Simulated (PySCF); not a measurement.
GaC and its ions

r²SCAN; PySCF, scalar-relativistic core potentials, basis sets Ga cc-pVDZ-PP with ECP10, C cc-pVDZ. Neutral (UKS): quartet (σ ↑, π ↑↑), Re = 2.011 Å, ωe = 533 cm⁻¹, De = 3.33 eV, HOMO -5.65 eV, LUMO -3.06 eV.

GaC⁺ (UKS): triplet (σ ↑, π ↑), Re = 2.602 Å, ωe = 192 cm⁻¹, De = 0.49 eV to Ga⁺ + C. The energies at the minima are -297.28012 hartree for GaC and -296.95282 for GaC⁺.

Question: Work out the adiabatic ionisation energy, without and with harmonic zero-point energies (1 hartree = 27.2114 eV, 1 eV = 8065.5 cm⁻¹), and the change of the bond length.

Answer: At r²SCAN: 0.32730 hartree = 8.906 eV between the minima; the zero-point term (192.0 − 533.0)/2 cm⁻¹ = -0.021 eV makes it 8.885 eV. Re changes by +59.1 pm against the neutral. The electron leaves a π orbital, and the ion is left as a loose complex of an ion and an atom.

Weak bonds: GaC⁺. Basis-set superposition, not corrected here, can be much of De in a small basis, most of all at correlated wavefunction levels. Spin–orbit coupling is left out. For an ion De counts to the pair picked by the measured ionisation energies or electron affinities, which need not be the lowest pair at this level. States were picked by a PBE0 search and need not be the measured ground states.
